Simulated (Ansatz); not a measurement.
Program: Ansatz. Geometries: PBE0-D4/def2-TZVP. ΔE: electronic, gas phase. CBS: MP2 limit from def2 TZ/QZ plus the TZ coupled-cluster correction, frozen cores. This one scheme is used for every species. DFT in def2-TZVPP. def2 core potentials past Kr. For Sn outer-core shells are correlated without core-valence functions, which leaves a few kJ/mol of doubt a bond.

`[SiH3][AlH][SnH3]` + H₂ → `[AlH2][SiH3]` + `[SnH4]`  (hydrogenolysis of the Al–Sn bond)

CCSD(T)/CBS gives +8.5 kcal/mol.

(1) Another level gave +5.9 kcal/mol. Which?
A. PBE-D4/def2-TZVPP
B. B97M-V/def2-TZVPP
C. SCS-MP2/def2-TZVPP
D. BLYP-D4/def2-TZVPP

Largest T1 diagnostic among the species: 0.014.

## Answers

(1) C. SCS-MP2/def2-TZVPP 5.9, BLYP-D4 7.7, B97M-V 1.6, PBE-D4 9.5 kcal/mol.

Leaving LDA and LC-ωPBE aside and taking each functional with its dispersion term where it has one, the values spread over 7.9 kcal/mol, from B97M-V to PBE-D4. The D4 term adds +1.7 kcal/mol with B3LYP and +1.0 kcal/mol with PBE0; it sums over pairs of atoms, weighted by their polarisabilities, and B3LYP, whose exchange is more repulsive, gets the larger term.

B3LYP here is the variant with VWN-RPA as its local correlation; programs differ in this.
